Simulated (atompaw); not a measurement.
terbium: one change to a PAW (atompaw) potential, before and after

* Element: Tb (Z = 65)
* Generator: atompaw 4.2.0.5
* Type: PAW
* Functional: PBE
* Relativity: scalar-relativistic
* Frozen core: [Kr] 4d10
* Valence charge: 19
* Reference configuration: 4f8 5s2 5p6 5d1 6s2 6p0
* Partial waves: 5s (bound); 6s (bound); 5p (bound); 6p (bound, empty); 5d (bound); 5d channel at 2.1 Ry; 4f (bound); 4f channel at 4.15 Ry
* Local potential: bessel scheme, radius 2.70 bohr
* Core correction: smooth core density matched at 2.55 bohr
* Augmentation charge: sinc compensation charge, radius 2.60 bohr; PAW radius 3.00 bohr; waves and projectors: bloechl

Change: waves 5s (bound): rc 2.25 bohr; 6s (bound): rc 3.00 bohr; 5p (bound): rc 1.85 bohr; 6p (bound): rc 2.20 bohr; 5d (bound): rc 3.00 bohr; 5d channel at 2.1 Ry: rc 3.00 bohr; 4f (bound): rc 1.35 bohr; 4f channel at 4.15 Ry: rc 1.35 bohr; augmentation sinc compensation charge, radius 2.60 bohr; PAW radius 3.00 bohr; waves and projectors: custom rrkj gramschmidtortho.

Cutoffs: the cutoffs (Ry, on a coarse ladder) from which the occupation-weighted sum of valence levels, in a spherical-Bessel basis at the reference potential, stays within 10 and 1 mRy of its value at 400 Ry; they do not see the model core or the augmentation charge, which bear on the density cutoff.

What does the change do?

The potential gets harder (30 Ry and 35 Ry → 100 Ry and 160 Ry); the range in which the s phases agree narrows (upper end 3.9 → 2.9); neither file shows a bound ghost.

| quantity | base | changed |
| --- | --- | --- |
| cutoff, loose | 30 Ry | 100 Ry |
| cutoff, tight | 35 Ry | 160 Ry |
| loose cutoff by channel (10 mRy a level) | s 12 Ry, p 15 Ry, d 10 Ry, f 25 Ry | s 10 Ry, p 18 Ry, d 8 Ry, f 70 Ry |
| bound ghosts | none | none |
| s: phases at 3.01 bohr within 0.05 rad from the reference energy up to (Ry; the scan ends near 5) | 3.9 | 2.9 |
| p: phases at 3.01 bohr within 0.05 rad from the reference energy up to (Ry; the scan ends near 5) | to the end of the scan | to the end of the scan |
| d: phases at 3.01 bohr within 0.05 rad from the reference energy up to (Ry; the scan ends near 5) | to the end of the scan | to the end of the scan |
| f: phases at 3.01 bohr within 0.05 rad from the reference energy up to (Ry; the scan ends near 5) | n/a | n/a |
| lowest overlap eigenvalue by channel | s 0.49, p 0.63, d 0.87, f 1.00 | s 0.44, p 0.19, d 0.87, f 0.97 |

 The cutoffs see the waves, projectors and local potential, not the compensation charge or the core.
